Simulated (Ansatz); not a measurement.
Reaction: CH2S (SMILES C=S) + H+ → CH3S+ (SMILES C=[SH+])
Each species at its own B3LYP-D3(BJ)/def2-TZVP minimum (Ansatz, a quantum-chemistry and plane-wave program).

Property: proton affinity (electronic), positive where energy is released, in kcal/mol. Radicals and triplets start from unrestricted determinants; spin-orbit coupling is neglected. CBS(X,Y): correlation extrapolated as X^-3, Hartree-Fock from the larger set (Q,5: extrapolated as (X+1)exp(-9√X)). A bracket is a step between two methods taken in the basis named. The functionals are non-relativistic, so their misses hold any scalar relativity. 'core' is core correlation in cc-pwCVTZ (1s frozen past Ne), 'X2C' scalar relativity in cc-pVTZ-DK, both at CCSD(T). The restricted determinant of CH2S (C=S, singlet) is unstable towards broken spin symmetry in at least one set run.

CCSD(T)/CBS(cc-pV(Q+d)Z,cc-pV(5+d)Z) + [CCSDT(Q) - CCSD(T)]/cc-pV(T+d)Z + [CCSDTQ - CCSDT(Q)]/cc-pV(D+d)Z + core + X2C (Ansatz) gives 188.4 kcal/mol.

Q: What does PBE/def2-TZVPD (Ansatz) give here, and how do the other levels compare?

A: PBE gives 188.7 kcal/mol, 0.3 kcal/mol above it. Differences of the others: r2SCAN/def2-TZVPD (Ansatz) 1.7; B3LYP/def2-TZVPD (Ansatz) 1.2; PBE0/def2-TZVPD (Ansatz) 1.4; wB97M-V/def2-TZVPD (Ansatz) -1.5; CCSD(T)/CBS(cc-pV(Q+d)Z,cc-pV(5+d)Z) + core + X2C (Ansatz) 0.0 kcal/mol.
